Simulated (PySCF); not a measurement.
Choosing a molecule for a target property.

Each SMILES stands for a single optimised conformer of the isolated species, non-relativistic unless stated. Electronic properties by PySCF.

The conformers computed, where there is a choice (atom-mapped SMILES and torsion angles):
- `[CH3:1][CH2:2][CH2:3][CH2:4][CH2:5][SiH3:6]`: C1–C2–C3–C4 180°, C2–C3–C4–C5 180°, C3–C4–C5–Si6 180°
- `[CH:1]#[C:2][SiH2:3][NH:4][SiH2:5][C:6]([F:7])([F:8])[F:9]`: C2–Si3–N4–Si5 -68°, Si3–N4–Si5–C6 -178°, N4–Si5–C6–F7 -171°
- `[CH3:1][CH2:2][O:3][C@H:4]([C:5]#[N:6])[CH2:7][CH3:8]`: C1–C2–O3–C4 -179°, C2–O3–C4–C5 -66°, O3–C4–C7–C8 -174°

The conformers of `[H]/N=C1\CC[C@@H](OC)C1` aren't listed.

Problem. Wanted: lowest singlet excitation above 7.3 eV (TDDFT PBE0/def2-SVPD) and HOMO–LUMO gap above 7.1 eV (PBE0/def2-SVPD), at GFN2-xTB geometries. Which candidate meets both?
A. `[H]/N=C1\CC[C@@H](OC)C1`
B. `[SiH2](N[SiH2]C#C)C(F)(F)F`
C. `CCCCC[SiH3]`
D. `CCO[C@H](C#N)CC`

Solution. C. Computed values:
| species | lowest singlet excitation | HOMO–LUMO gap |
| --- | --- | --- |
| [H]/N=C1\CC[C@@H](OC)C1 | 5.10 eV | 6.97 eV |
| [SiH2](N[SiH2]C#C)C(F)(F)F | 5.88 eV | 7.20 eV |
| CCO[C@H](C#N)CC | 7.04 eV | 8.51 eV |
| CCCCC[SiH3] | 7.60 eV | 8.73 eV |
